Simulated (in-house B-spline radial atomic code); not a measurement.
## RPA and G0W0 on Hartree-Fock: neutral calcium

Configuration [Ar] 4s2, mean-field start Hartree-Fock. Computed with an all-electron radial atomic-structure program (B-spline basis): all electrons, non-relativistic, point nucleus, each spin shell either full or empty, empty states to l = 9 with an (l + 1/2)⁻⁴ tail; G0W0 by contour deformation at full frequency.

Command:
```bash
python run_gw.py task.json out
```
Settings (radii: box in bohr, nucleus in fm):
```
Z                        20
electrons                20
configuration            [Ar] 4s2
hamiltonian              nr
method                   hf
lmax                     9
spin_polarised           False
box_radius               40
intervals                53
ion_configuration        [Ar] 4s1
```

Cost of the run: 4.1 s on 1 thread of Arm Neoverse N1 (shared host).

Energies (hartree):

| term | value |
| --- | --- |
| mean-field total | -676.75819 |
| Hartree-Fock functional on these orbitals | -676.75819 |
| direct second order | -1.2083 |
| second-order exchange | 0.41046 |
| SOSEX correction | 0.37774 |

(1) What is the RPA correlation energy, and what remains with SOSEX?

Quasi-particle levels (eV):

| level | occupied | mean field | Σx - vxc | Σc | QP weight | G0W0 |
| --- | --- | --- | --- | --- | --- | --- |
| 4s | yes | -5.321 | 0.00 | ? | ? | ? |
| 3p | yes | -36.48 | 0.00 | 0.54 | 0.886 | -35.95 |
| 2p | yes | -370.87 | 0.00 | 8.41 | 0.900 | -362.46 |

G0W0 = mean field + (Σx - vxc) + Σc, with Σc (partial-wave tail included) taken at the quasi-particle energy. Only the outer levels were computed. Levels of low weight are left out.

(2) Where does G0W0 put 4s?

(3) What does it cost to remove one electron (to [Ar] 4s1) by differences of total energies, each species on its own start (correlation terms add to the Hartree-Fock functional)?

## Answers

(1) RPA gives -1.073 hartree (-1.46 eV per electron); RPA + SOSEX gives -0.6953, and the second-order doubles (MP2) -0.79787 hartree. SOSEX takes back 35 % of the RPA value.

(2) At -6.178 eV, with Σc = -0.86 eV and a quasi-particle weight of 0.934. The tabulated removal energy is 6.113 eV (NIST, measured); the calculation leaves out relativity, Breit and QED terms, and what these don't explain is the method's own error.

(3) Hartree-Fock functional 5.117 eV, + RPA 5.966 eV, + RPA + SOSEX 5.758 eV, + second order 6.008 eV. Tabulated: 6.113 eV (NIST, measured); the calculation leaves out relativity, Breit and QED terms, and what these don't explain is the method's own error.
